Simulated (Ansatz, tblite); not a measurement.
Forces on Ga4N4H14, a cluster cut from wurtzite GaN (hydrogen-capped) at its r2SCAN-D4/def2-SVP geometry. Total charge 0; singlet.

The xTB rows come from tblite.

GFN2-xTB (tblite), largest force 0.33 eV/Å:

```xyz
22
positions Å, forces eV/Å
Ga   -1.902    0.409   -0.881    0.220   -0.106   -0.081
N    -1.344    1.069    0.977    0.028    0.246    0.187
Ga   -0.293   -2.024    0.615   -0.118    0.160   -0.163
N    -0.530   -0.998   -1.053   -0.082   -0.154   -0.162
N     1.049   -0.750    1.497    0.098    0.125    0.266
Ga    0.605    1.139    1.202   -0.033   -0.061   -0.064
Ga    1.177   -0.302   -1.757   -0.152   -0.148    0.146
N     1.217    1.418   -0.643    0.179    0.203    0.152
H    -3.348   -0.186   -0.767    0.213    0.097    0.002
H    -1.572    1.654   -1.799   -0.158   -0.156    0.059
H    -1.751    0.419    1.659   -0.007   -0.066   -0.022
H    -1.785    1.972    1.165   -0.099    0.092    0.011
H    -1.556   -1.896    1.558    0.146   -0.144   -0.105
H     0.432   -3.392    0.371   -0.092    0.210    0.049
H    -0.882   -1.661   -1.753   -0.022   -0.042   -0.044
H     1.130   -0.975    2.492    0.018   -0.076    0.111
H     1.968   -0.960    1.093    0.000   -0.023   -0.067
H     1.141    2.148    2.267   -0.114   -0.215   -0.226
H     1.072    0.105   -3.267    0.020   -0.040    0.230
H     2.411   -1.108   -1.184   -0.105    0.078   -0.189
H     0.606    2.093   -1.115   -0.054   -0.027   -0.035
H     2.154    1.826   -0.679    0.114    0.047   -0.054
```

r2SCAN-D4/def2-TZVP (Ansatz), largest force 0.34 eV/Å:

```
Ga -0.007 -0.014 0.017
N -0.243 0.053 0.224
Ga 0.021 -0.002 -0.007
N -0.084 -0.157 -0.166
N 0.269 -0.137 0.145
Ga 0.010 0.020 0.021
Ga -0.013 0.017 -0.007
N 0.081 0.284 -0.158
H 0.013 0.003 -0.004
H 0.003 -0.003 0.006
H 0.114 0.150 -0.187
H 0.134 -0.214 -0.063
H 0.006 0.006 -0.003
H -0.009 0.011 -0.001
H 0.090 0.171 0.180
H -0.045 0.074 -0.245
H -0.245 0.056 0.083
H -0.001 -0.002 -0.002
H -0.001 -0.007 0.012
H -0.006 0.005 0.003
H 0.140 -0.189 0.121
H -0.228 -0.122 0.032
```

r2SCAN0-D4/def2-TZVP (Ansatz), largest force 0.53 eV/Å:

```
Ga 0.111 -0.079 0.104
N -0.337 0.090 0.367
Ga 0.079 0.131 -0.077
N -0.129 -0.242 -0.255
N 0.420 -0.167 0.227
Ga -0.050 -0.093 -0.098
Ga -0.129 0.061 0.094
N 0.115 0.450 -0.202
H 0.041 0.021 -0.014
H -0.006 -0.030 0.021
H 0.213 0.319 -0.361
H 0.244 -0.448 -0.111
H 0.030 -0.001 -0.024
H -0.031 0.036 0.008
H 0.180 0.340 0.358
H -0.065 0.129 -0.502
H -0.479 0.105 0.190
H -0.016 -0.031 -0.032
H 0.008 -0.021 0.042
H -0.031 0.019 -0.013
H 0.301 -0.360 0.239
H -0.469 -0.226 0.038
```
